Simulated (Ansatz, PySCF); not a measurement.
Gas-phase reaction R1 + R2 → P1, each structure at its B3LYP-D3(BJ)/def2-TZVP stationary point, reached from a drawn start (curvature not checked).
R1, CH2 (SMILES [CH2]) (charge 0, multiplicity 3):
```xyz
3

C      0.0000     0.0000    -0.2750
H      0.9962     0.0000     0.1375
H     -0.9962     0.0000     0.1375
```
P1: CH4 (SMILES C), charge 0, multiplicity 1.
R2: H2 (SMILES [H][H]), charge 0, multiplicity 1.

P less R. No zero-point or thermal terms; singlets are restricted closed shells; open shells are unrestricted.

Frozen-core correlation throughout.

Programs: Ansatz (a quantum-chemistry and plane-wave program); PySCF for the D3/D4 terms. No computed number here is a measurement.

Total energies in hartree:

| structure | PBE/def2-TZVPP | B3LYP-D3(BJ)/def2-TZVPP | CCSD(T)/cc-pVQZ |
|---|---|---|---|
| R1 | -39.105294 | -39.170865 | -39.087305 |
| P1 | -40.464286 | -40.541031 | -40.450883 |
| R2 | -1.166122 | -1.180145 | -1.173794 |

Q: Work out the reaction energy at each level in kcal/mol (1 hartree = 627.50947 kcal/mol), and say how far PBE/def2-TZVPP lies from CCSD(T)/cc-pVQZ.

A: 
- PBE/def2-TZVPP: (-40.464286) − (-39.105294) − (-1.166122) = -0.192870 hartree = -121.03 kcal/mol
- B3LYP-D3(BJ)/def2-TZVPP: (-40.541031) − (-39.170865) − (-1.180145) = -0.190021 hartree = -119.24 kcal/mol
- CCSD(T)/cc-pVQZ: (-40.450883) − (-39.087305) − (-1.173794) = -0.189784 hartree = -119.09 kcal/mol
PBE/def2-TZVPP less CCSD(T)/cc-pVQZ: -1.94 kcal/mol. CCSD(T)/cc-pVQZ is the level counted from, the highest shown, and no exact or measured value.
